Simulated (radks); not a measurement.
Results of a calculation; reference values are marked as such.
Ionisation of Ti20+, [He], to Ti21+, 1s1, under several functionals. Scalar-relativistic Kohn-Sham, spin-polarised, spherical densities, finite nucleus; open shells are filled with parallel spins first; a radial shooting solver on a logarithmic mesh with Libxc functionals.

functional	E(Ti20+) (hartree)	Exc (hartree)	IE (eV)	-e(HOMO) (eV)	<r> HOMO (bohr)	IE error (eV)
Wu-Cohen GGA	-472.90302	-13.15468	6247.5	6114.1	0.06889	-1.5
exchange-only r2SCAN	-473.40951	-13.66138	6253.8	6132.5	0.06881	+4.8
PW91	-473.23305	-13.48879	6252.1	6118.1	0.06887	+3.1
MS2 meta-GGA	-473.45019	-13.71172	6254.8	6128.2	0.06883	+5.8
B86b exchange with PBE correlation	-473.30165	-13.55854	6252.9	6118.4	0.06887	+3.9

NIST Atomic Spectra Database: 6249.0 eV (theoretical). Closest: Wu-Cohen GGA. The Delta-SCF values span 7.30 eV, the total energies 0.55 hartree. The highest occupied level is 1s.
